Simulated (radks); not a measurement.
Task: Species: Sc. Configuration: [Ar] 3d1 4s2. All-electron calculation, non-relativistic Kohn-Sham, PBE, spin-polarised, spherical densities, point nucleus; open shells are filled with parallel spins first; hard spherical wall at 8 bohr. Program: a radial shooting solver on a logarithmic mesh with Libxc functionals. Some entries of the table are withheld. Estimate them.

| orbital | occ. | eigenvalue (hartree) | <r> (bohr) | <r^2> (bohr^2) |
|---|---|---|---|---|
| 1s down | 1 | -160.6004 | 0.07360 | 0.007271 |
| 1s up | 1 | -160.6001 | 0.07360 | 0.007271 |
| 2s up | 1 | -17.23603 | 0.3461 | 0.1417 |
| 2s down | 1 | -17.22821 | 0.3460 | 0.1416 |
| 2p up | 3 | -14.22804 | 0.3087 | 0.1176 |
| 2p down | 3 | -14.22205 | 0.3085 | 0.1175 |
| 3s up | 1 | -1.99204 | 1.082 | 1.351 |
| 3s down | 1 | -1.96325 | 1.082 | 1.350 |
| 3p up | 3 | -1.22719 | 1.171 | 1.617 |
| 3p down | 3 | -1.19838 | 1.171 | 1.619 |
| 4s up | 1 | -0.14108 | 3.523 | 13.89 |
| 4s down | 1 | -0.13098 | 3.571 | 14.25 |
| 3d up | 1 | -0.11642 | (1) | 4.399 |
| 3d down | 0 | -0.09169 | (2) | 4.747 |
| 4p up | 0 | -0.02719 | 4.062 | 18.16 |
| 4p down | 0 | -0.02033 | 4.103 | 18.50 |
| 4d up | 0 | 0.14715 | (3) | 24.02 |
| 4d down | 0 | 0.15339 | (4) | 23.96 |
| 5s up | 0 | 0.19228 | 4.796 | 26.24 |
| 5s down | 0 | 0.19984 | 4.786 | 26.18 |

Result: 
(1) 3d up <r> (bohr): 1.811
(2) 3d down <r> (bohr): 1.873
(3) 4d up <r> (bohr): 4.611
(4) 4d down <r> (bohr): 4.588
